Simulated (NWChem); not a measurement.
Molecule: boric acid (H3BO3); SMILES OB(O)O

```xyz
7

O     -0.9601     0.9994     0.0000
B     -0.0379     0.0018     0.0000
O      1.2931     0.3441     0.0000
O     -0.5147    -1.2776     0.0000
H     -0.5347     1.8615     0.0000
H      1.9080    -0.3925     0.0000
H      0.1585    -1.9602     0.0000
```
Atoms are numbered in this order, from 1.

Program: NWChem. Pople sets run with spherical d functions. Coordinates come from a PBE0/def2-SVP optimisation. B3LYP is NWChem's, with the RPA form of VWN correlation. Atomic charges in e: unrestrained fits to the electrostatic potential beside Mulliken populations; buried atoms are poorly determined by the fit.

For level B3LYP/def2-SVP:

```yaml
ESP O1: -0.64
Mulliken O1: -0.14
ESP B2: 0.81
Mulliken B2: -0.04
ESP O3: -0.71
Mulliken O3: -0.18
Mulliken O4: -0.15
```

Q: How do the values read with level Hartree-Fock/6-31G* instead?

A: 
- ESP O1 = -0.74
- Mulliken O1 = -0.74
- ESP B2 = 1.01
- Mulliken B2 = 0.89
- ESP O3 = -0.82
- Mulliken O3 = -0.77
- Mulliken O4 = -0.74
